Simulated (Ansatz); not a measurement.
```yaml
crystal:
  periodic: [false, false, false]
  atoms:
    - {symbol: F, position_ang: [-1.222065, 0.124934, -1.852516]}
    - {symbol: C, position_ang: [-0.124285, 0.575847, -0.419927]}
    - {symbol: Si, position_ang: [0.767951, -0.807896, 0.409786]}
    - {symbol: S, position_ang: [-1.476881, 1.532100, 0.466272]}
    - {symbol: H, position_ang: [0.176857, 1.516213, -0.821091]}
    - {symbol: H, position_ang: [1.636106, -0.222171, 1.480331]}
    - {symbol: H, position_ang: [1.845150, -1.219009, -0.824755]}
    - {symbol: H, position_ang: [-0.045731, -1.926029, 0.587487]}
    - {symbol: H, position_ang: [-1.794277, 0.097127, 1.155328]}
basis:
  gaussian: {orbitals: pcseg-2, point_charges: [{charge: -1.00, position_ang: [6.083, -0.543, -0.916]}]}
hamiltonian: {xc: {name: HF}}
correlation: {active_space: {window: {electrons: 3, orbitals: 2}}}
scf: {lower_state_search: full}
```

```sh
$ ansatz run in.yaml --threads 2 --pin off --events-out ev --progress --plain --max-ram 4352MiB
```

Output, abridged:

```
Functional definition: HF
1172 factors; integrals over basis functions are off by at most 1.1e-3 eV
mean field evaluation 1: about -22487.9755 eV, gradient 3.7e1 eV
mean field evaluation 2: about -22488.2546 eV, gradient 3.8e1 eV
mean field evaluation 4: about -22492.3021 eV, gradient 4.4e0 eV
mean field evaluation 8: about -22492.4689 eV, gradient 6.8e-1 eV
mean field evaluation 16: about -22492.4745 eV, gradient 7.3e-6 eV
mean field -22492.47453381 eV, -826.5831931707 hartree, gradient 7.3e-6 eV, S^2 0.000000; 0 other end points of the search recorded, 0 dependent functions left out
reference -22492.47453381 eV, -826.5831931707 hartree; 25, 25 occupied and 173, 173 virtual orbitals, 1172 factors
Error: 3 electrons in 2 orbitals form no window around the highest filled level of the reference
```

Question: What is wrong with this run?

Answer: The active space doesn't fit the electrons. The run stopped with an error.
